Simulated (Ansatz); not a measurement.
`CB(C)Cl` + `N=C=O` → `CB(Cl)N=C=O` + CH₄ at 400 K and 1 bar (ligand exchange at a B–C bond).

Computed with Ansatz on PBE0-D4/def2-TZVP structures; ΔE is electronic, products minus reactants. CCSD(T)/CBS is the MP2 limit (def2-TZVPP, def2-QZVPP) plus CCSD(T) − MP2 in def2-TZVPP, frozen cores. This one scheme is used for every species. One conformer a species, not always the lowest.

| species | CCSD(T)/CBS energy (Eh) | H − E (kJ/mol) | S (J/(mol·K)) |
| --- | --- | --- | --- |
| `CB(C)Cl` | -564.35192 | 233.6 | 349.1 |
| `N=C=O` | -168.51995 | 72.4 | 252.4 |
| `CB(Cl)N=C=O` | -692.44878 | 178.6 | 394.3 |
| CH₄ | -40.46206 | 131.3 | 197.2 |

H − E and S are ideal-gas, rigid-rotor, harmonic terms from PBE0-D4/def2-TZVP, for one conformer and one mirror image of each species. 1 Eh = 2625.50 kJ/mol, R = 8.31446 J/(mol·K).

By hand: ΔE, ΔH, ΔS and ΔG.

ΔE = (-692.44878) + (-40.46206) − (-564.35192) − (-168.51995) = -0.03897 Eh = -102.3 kJ/mol. Δ(H − E) = 178.6 + 131.3 − 233.6 − 72.4 = 3.9, so ΔH = -98.4 kJ/mol. ΔS = 394.3 + 197.2 − 349.1 − 252.4 = -10.0 J/(mol·K). ΔG = -98.4 − 400 × (-10.0)/1000 = -94.4 kJ/mol.

By hand: the equilibrium constant, and the temperature at which ΔG would vanish if ΔH and ΔS stayed fixed.

log₁₀ K = −ΔG/(RT ln 10) = 12.3. ΔG = 0 at ΔH/ΔS = 9840 K, far beyond where these terms or the molecules hold.

The number of gas molecules stays the same, so ΔS is small and ΔH decides. A doubt of 5 kJ/mol in ΔE shifts log₁₀ K by 0.7 here. Other conformers and mirror images would add mixing entropy, several J/(mol·K) or more a flexible species. Modes under 60 cm⁻¹, often nearly free rotors, make the harmonic entropy too high. These are equilibria of isolated gas molecules and say nothing of rates. Largest T1 diagnostic: 0.018 (customary marks: 0.02 for closed shells, 0.045 for open ones).
